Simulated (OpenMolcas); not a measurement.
## Exact exchange and the HOMO–LUMO gap of SrO

SrO: 2 atoms, total charge 0, spin state singlet. As SMILES, `[O][Sr]`. The coordinates come from a PBE0-D4/def2-TZVP relaxation.

The HOMO–LUMO gap y, in eV, basis def2-TZVPP with a core potential; a is the functional's share of exact exchange. Programs: OpenMolcas 26.06.

| functional | program | a | y (eV) |
| --- | --- | --- | --- |
| revPBE | OpenMolcas | 0 | 1.29 |
| BLYP | OpenMolcas | 0 | 1.23 |
| B3LYP | OpenMolcas | 0.2 | ? |
| PBE0 | OpenMolcas | 0.25 | 2.85 |
| BHLYP | OpenMolcas | 0.5 | 4.26 |

Fit y = c + s·a to the known rows and predict B3LYP.


1. Means of the 4 rows: a = 0.1875, y = 2.407.
2. Σ(Δa)² = 0.17188, Σ(Δa·Δy) = 1.0369, so the slope is 1.0369/0.17188 = 6.0327.
3. Intercept: 2.407 − (6.0327) × 0.1875 = 1.276. The largest residual of the fit is 0.066.
4. B3LYP: 1.276 + (6.0327) × 0.2 = 2.48 eV.

The run gave 2.44 eV, so the prediction is off by +0.04 eV, within the scatter of the fit. Exact exchange lowers occupied levels and raises empty ones.
